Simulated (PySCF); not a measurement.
Basis-set dependence of BeP at r²SCAN

PySCF, UKS reference; quartet, unpaired electrons σ ↑, π ↑↑; De to Be + P without counterpoise correction.

```json
{"basis": "STO-3G", "relativity": "no relativity", "functions": "14", "Re (Å)": "1.983", "ωe (cm⁻¹)": "777", "De (eV)": "3.06", "μ (D)": "1.31"}
{"basis": "pcseg-1", "relativity": "no relativity", "functions": "27", "Re (Å)": "2.086", "ωe (cm⁻¹)": "603", "De (eV)": "1.58", "μ (D)": "-0.68"}
{"basis": "pcseg-2", "relativity": "no relativity", "functions": "49", "Re (Å)": "2.074", "ωe (cm⁻¹)": "613", "De (eV)": "1.72", "μ (D)": "-0.63"}
```

Q: How does each smaller set differ from the one with most functions, pcseg-2?

A: STO-3G: -9.1 pm, +26.8 % in ωe, +1.34 eV in De; pcseg-1: +1.2 pm, -1.6 % in ωe, -0.14 eV in De. All at r²SCAN; the set with most functions is neither the basis-set limit nor always the best.

A positive dipole means Be(−)P(+). STO-3G is very small, so such numbers show the basis as much as the molecule. The state was picked by a PBE0 search and need not be the measured ground state.
